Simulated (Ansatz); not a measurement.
Input file for Ansatz (a first-principles code): SC-NEVPT2 on CASSCF(6,4)/cc-pV(D+d)Z on ClH3Si (SMILES [SiH3]Cl), a point of a bond scan (R = 5.579 Å). Files ending in .json are basis or fitting sets from the Basis Set Exchange.

Ansatz 0.2 input:
```yaml
crystal:
  periodic: [false, false, false]
  atoms:
    - {symbol: Si, position_ang: [-0.99093627, -0.03421151, -0.02690936]}
    - {symbol: Cl, position_ang: [4.58277161, 0.15821757, 0.12444740]}
    - {symbol: H, position_ang: [-1.39746449, -1.01152605, -1.05530163]}
    - {symbol: H, position_ang: [-1.49637032, 1.31045082, -0.36516845]}
    - {symbol: H, position_ang: [-1.48085708, -0.44995851, 1.30167319]}
basis:
  gaussian:
    orbitals: cc-pV_D+d_Z.json
    pivot_positions_ang: [[-0.99093627, -0.03421151, -0.02690936], [4.58277161, 0.15821757, 0.12444740], [-1.39746449, -1.01152605, -1.05530163], [-1.49637032, 1.31045082, -0.36516845], [-1.48085708, -0.44995851, 1.30167319]]
magnetization: {spin_polarized: false}
correlation: {method: sc_nevpt2, electrons: outside_noble_gas, active_space: {window: {electrons: 6, orbitals: 4}}}
output: {orbitals: {seedname: ./end}}
```

The log:

```
WARN ansatz: RAYON_NUM_THREADS=1 ignored (pool sized by the plan → 1); use --threads N
Functional definition: HF
integrals: 0.01 GiB planned
673 factors; integrals over basis functions are off by at most 2.6e-4 eV
mean field: 0.12 GiB planned
mean field evaluation 1: about -20405.4885 eV, gradient 2.4e1 eV
mean field evaluation 2: about -20405.4968 eV, gradient 2.4e1 eV
mean field evaluation 4: about -20406.8712 eV, gradient 1.4e1 eV
mean field evaluation 8: about -20407.5003 eV, gradient 8.1e-1 eV
mean field evaluation 16: about -20407.9455 eV, gradient 8.4e-2 eV
mean field evaluation 32: about -20407.8996 eV, gradient 9.7e-1 eV
mean field -20407.94553624 eV, -749.9781654546 hartree, gradient 9.0e-7 eV, S^2 0.000000; 4 other end points of the search recorded, 0 dependent functions left out; unrestricted orbitals would lower it
reference -20407.94553624 eV, -749.9781654546 hartree; 17, 17 occupied and 44, 44 virtual orbitals, 673 factors
configuration interaction: 0.16 GiB planned
configuration interaction: 0.00 GiB planned
state -20411.15555237 eV, -750.0961313714 hartree
state -20411.15555237 eV, -750.0961313714 hartree; corrected -20416.90449097 eV, -750.3074009684 hartree
WARN: 2 active orbitals are nearly empty or full. The corrections depend on them more than the energy does, and are more stable in an active space without them
Total energy: -20416.90449097 eV, -750.3074009684 hartree
```

The run converged.

Warnings raised: idle orbitals.

Cost: roughly 4 core-seconds.
